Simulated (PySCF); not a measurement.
Job for PySCF: R-M06-2X/6-31G* on FGeHS (SMILES [F][Ge][SH]), a point of a torsion scan.

```python
from pyscf import gto, scf, dft, mp
from pyscf.data.elements import chemcore

mol = gto.M(
    atom='''
    F     1.68585028   -0.67741379    0.13441778
    Ge    0.90955168    0.89526924   -0.35231080
    S    -1.19566363    0.48827526    0.40309290
    H    -1.71086196    0.63459370   -0.81628122
    ''',
    basis='6-31g*',
    cart=True,
    charge=0, spin=0, verbose=3, max_memory=1800)
mf = dft.RKS(mol, xc='m062x')
mf.conv_tol = 1e-8
mf.max_cycle = 100
mf.kernel()
if not mf.converged:
    mf = mf.newton().run(mf.mo_coeff, mf.mo_occ)
```

Program output:

```
converged SCF energy = -2575.3221493014
```

The run converged.

Cost: roughly 8 core-seconds.
